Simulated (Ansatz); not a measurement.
Molecule: C3H9BS, net charge 0, singlet state. SMILES: CSB(C)C
Coordinates optimised at B3LYP-D3(BJ)/def2-TZVP (Ansatz, an electronic-structure program):
```xyz
14

C      1.8124     0.6402    -0.8746
S      0.9797    -0.2174     0.5017
B     -0.7730    -0.1361     0.1361
C     -1.7281    -0.8125     1.1835
C     -1.3237     0.5703    -1.1564
H      1.4941     1.6789    -0.9317
H      2.8818     0.6054    -0.6772
H      1.6081     0.1423    -1.8201
H     -2.4438    -0.0732     1.5602
H     -1.2299    -1.2701     2.0390
H     -2.3319    -1.5812     0.6883
H     -1.0259     1.6232    -1.1924
H     -2.4121     0.5295    -1.2255
H     -0.9140     0.1156    -2.0640
```
Charge 0, spin multiplicity 1.

Quantity: vertical ionisation energy (to the doublet state of charge +1; each state is the SCF solution reached for its spin), in eV. Correlated levels leave the core frozen unless marked. UHF or UKS for open shells. No spin-orbit coupling. Non-relativistic. Basis-set limits of correlation are two-point, X^-3; Hartree-Fock from the larger set.

| level | program | vertical ionisation energy (eV) |
|---|---|---|
| HF/aug-cc-pV(D+d)Z | Ansatz | 8.28 |
| HF/aug-cc-pV(T+d)Z | Ansatz | 8.26 |
| HF/aug-cc-pV(Q+d)Z | Ansatz | 8.25 |
| SVWN5/def2-TZVPD | Ansatz | 9.41 |
| PBE/def2-TZVPD | Ansatz | 9.23 |
| r2SCAN/def2-TZVPD | Ansatz | 9.25 |
| B3LYP/def2-TZVPD | Ansatz | 9.34 |
| PBE0/def2-TZVPD | Ansatz | 9.30 |
| BHLYP/def2-TZVPD | Ansatz | 9.22 |
| CAM-B3LYP/def2-TZVPD | Ansatz | 9.37 |
| wB97M-V/def2-TZVPD | Ansatz | 9.41 |
| wB97X-V/def2-TZVPD | Ansatz | 9.40 |
| B2PLYP/def2-TZVPD | Ansatz | 9.35 |
| MP2/aug-cc-pV(D+d)Z | Ansatz | 9.43 |
| RI-MP2/aug-cc-pV(T+d)Z | Ansatz | 9.57 |
| RI-MP2/aug-cc-pV(Q+d)Z | Ansatz | 9.63 |
| RI-MP2/CBS(aug-cc-pV(T+d)Z,aug-cc-pV(Q+d)Z) | Ansatz | 9.67 |
| SCS-MP2/aug-cc-pV(D+d)Z | Ansatz | 9.37 |
| CCSD/aug-cc-pV(D+d)Z | Ansatz | 9.27 |
| CCSD(T)/aug-cc-pV(D+d)Z | Ansatz | 9.34 |
